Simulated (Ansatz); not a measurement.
Diatomic BeAl, multiplicity 2 (lowest of 2S+1 = 2, 4 at CCSD(T)/def2-TZVPP on PBE0 minima; our sources give no spin for the ground state, which may be another).

D_e counts from the fitted minimum to each atom's lowest state at the same level, without counterpoise.

Correlated levels freeze the inner cores; with def2 sets outer-core shells near the valence are correlated too.

Programs: Ansatz (a first-principles code) with Gaussian orbitals. 

PBE/def2-TZVPP gives 90.9 kJ/mol for the bond energy D_e.

Question: Predict the shift from PBE, with its sign, for: B3LYP/def2-TZVPP, wB97M-V/def2-TZVPP, CCSD(T)/def2-QZVPP.

Answer: B3LYP/def2-TZVPP -30.4; wB97M-V/def2-TZVPP -43.5; CCSD(T)/def2-QZVPP -39.1 kJ/mol. 0 of 3 lie above PBE; the widest gap is to wB97M-V/def2-TZVPP.
